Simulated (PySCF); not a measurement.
# Bond lengths and vibrations by method: GeH3NOSi

Calculated results; nothing here was measured. The program is PySCF 2.14.0, an open-source quantum chemistry code, run on an isolated molecule that a program drew, which may never have been made. The molecule is GeH3NOSi (charge 0, singlet), drawn as the SMILES string `[OH][GeH]=[N][SiH]`.

The geometry was optimised and harmonic frequencies were computed with HF and MP2, all in the cc-pV(D+d)Z basis, for the commonest isotopes, with a restricted reference for singlets and an unrestricted one otherwise, and a frozen core in MP2. Germanium has the cc-pVDZ-PP basis, with a core potential (ECP10MDF) in place of its 10 inner electrons, and its 3s, 3p and 3d shells are frozen in MP2. Each result is a local minimum of its method.

Geometry at the HF minimum:
```xyz
7
GeH3NOSi, angstrom
O     1.6190   -3.3884   -1.1326
Ge    0.4226   -2.1162   -1.2093
N     0.2080   -0.9853   -0.0255
Si   -0.2991   -0.0376    1.2673
H     2.1380   -3.3966   -0.3386
H    -0.2650   -2.2715   -2.5391
H     0.5920    1.1868    1.0292
```

Lengths of the bonds as drawn, in Å (atoms numbered as above):
```
  bond     HF    MP2
O1-Ge2  1.748  1.787
Ge2-N3  1.651  1.703
N3-Si4  1.681  1.715
 O1-H5  0.949  0.972
Ge2-H6  1.505  1.518
Si4-H7  1.533  1.531
```

Rotational constants, in GHz:
```
constant     HF    MP2
       A  16.25  15.08
       B  1.643  1.609
       C  1.513  1.484
```

Harmonic frequencies in cm^-1, each column in rising order, so a row needn't be the same motion in every method:
| rank | HF | MP2 |
|---|---|---|
| 1 | 75 | 65 |
| 2 | 108 | 113 |
| 3 | 259 | 232 |
| 4 | 283 | 301 |
| 5 | 400 | 343 |
| 6 | 514 | 475 |
| 7 | 544 | 499 |
| 8 | 778 | 734 |
| 9 | 813 | 746 |
| 10 | 915 | 847 |
| 11 | 990 | 957 |
| 12 | 1326 | ? |
| 13 | 2029 | 2032 |
| 14 | 2357 | 2266 |
| 15 | 4132 | 3819 |

**Estimate the missing MP2 frequency from the HF column.**

A single factor s that minimises the squared misfit of MP2 against s times HF over the other rows is sum(HF x MP2) / sum(HF^2) = 0.9429, with an rms misfit of 43 cm^-1. For rank 12 it gives 0.9429 x 1326 = 1250 cm^-1. The calculation gives 1175 cm^-1, 75 cm^-1 below the estimate. The drawn bonds are on average 1.8 % longer in MP2 than in HF.
